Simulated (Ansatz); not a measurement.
Compare A (`CB(O)[SiH2][SiH3]`) with its isomer B (`[SiH3]BOC[SiH3]`).

Isolated molecules relaxed with PBE0-D4/def2-TZVP in Ansatz; ΔE leaves out vibrations. CCSD(T)/CBS adds triple-zeta CCSD(T) − MP2 to the extrapolated MP2 energy (def2 sets, frozen cores). Functionals use def2-TZVPP. One conformer a species, not always the lowest.

A:

Z-matrix (Å, degrees):
```
C
B 1 1.563
H 1 1.093 2 112.7
H 1 1.096 2 110.5 3 -121.6
H 1 1.096 2 110.7 3 122.0
O 2 1.358 1 117.9 3 1.3
Si 2 2.042 1 121.6 3 179.6
H 6 0.961 2 114.2 1 -179.6
Si 7 2.341 2 110.2 1 -69.0
H 7 1.497 2 111.4 1 171.1
H 7 1.492 2 111.7 1 50.7
H 9 1.489 7 110.2 2 -60.1
H 9 1.488 7 112.0 2 179.3
H 9 1.489 7 109.9 2 58.8
```

B:

```xyz
14

Si    2.1783   -0.3513   -1.8455
B     0.7350   -0.0480   -0.4590
O    -0.5340   -0.3509   -0.7578
C    -1.6267   -0.1709    0.1409
Si   -1.2747    0.4774    1.8918
H     3.2499   -1.2226   -1.2826
H     2.8167    0.9498   -2.1988
H     1.6696   -0.9784   -3.0957
H     0.9936    0.4041    0.6319
H    -2.3405    0.5043   -0.3430
H    -2.1365   -1.1363    0.2289
H    -0.7217    1.8547    1.8947
H    -0.3897   -0.4310    2.6629
H    -2.6193    0.4990    2.5315
```

Question: Which is lower in electronic energy at CCSD(T)/CBS, and by how much? (Estimate.)

Answer: Computed: A, by 31.3 kcal/mol.

Question: Give E(B) − E(A) in kcal/mol with B2PLYP, r2SCAN-D4, MP2/def2-TZVPP, CCSD(T)/def2-TZVPP, CCSD/def2-TZVPP, HF/def2-TZVPP, PBE-D4. (Estimate.)

Answer: The calculation gave: B2PLYP 30.2, r2SCAN-D4 33.2, MP2/def2-TZVPP 31.6, CCSD(T)/def2-TZVPP 30.8, CCSD/def2-TZVPP 30.6, HF/def2-TZVPP 27.7, PBE-D4 33.6. None reverses the order clearly.

Largest T1 diagnostic: 0.015.

In def2-TZVPP, CCSD(T) changes the Hartree–Fock value by +3.1 kcal/mol (the triples alone add +0.2 kcal/mol) and MP2 by +3.9 kcal/mol.
